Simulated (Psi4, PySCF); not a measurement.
HClO, singlet, at a GFN2-xTB geometry, atoms displaced at random by about 0.08 Å a coordinate. Base run: B3LYP/STO-3G, gradient (PySCF).

Here is a job for PySCF.
```python
from pyscf import gto, scf, dft

mol = gto.M(
    atom='''
O    -0.06455475    1.29013734    0.03769736
H    -0.99868168    1.29325546   -0.12081046
Cl    0.09663047   -0.41212986   -0.14552179
''',
    basis='sto-3g',
    verbose=3,
)

mf = dft.RKS(mol)
mf.xc = 'b3lyp'
mf.kernel()
g = mf.nuc_grad_method()
grad = g.kernel()
```

Programs used: Psi4, PySCF; a row that names a program was run with it.

The coordinate followed is x of atom 3.

Each row names what was changed in the base input (with any setting that the change needs).

```tsv
change	dE/dx (Eh/bohr)	net force (Eh/bohr)
base	-0.013153	0.000015
grids.level = 5; grid_response = on	-0.013153	0.000000
grids.level = 1; grid_response = off	-0.013186	0.000067
code = psi4	-0.013152	0.000008
conv_tol = 1e-4	-0.013152	0.000015
conv_tol = 1e-11	-0.013153	0.000015
finite difference step (bohr) = 0.2; conv_tol = 1e-11	-0.012845	-
density fitting = on; auxbasis_response = off	-0.013155	0.003811
conv_tol = 1e-6	-0.013152	0.000015
grids.level = 0; grid_response = on	-0.013192	0.000000
grids.level = 0; grid_response = off	-0.012314	0.010949
finite difference step (bohr) = 0.05; conv_tol = 1e-11	-0.013132	-
```

The net force is zero for an exact gradient.
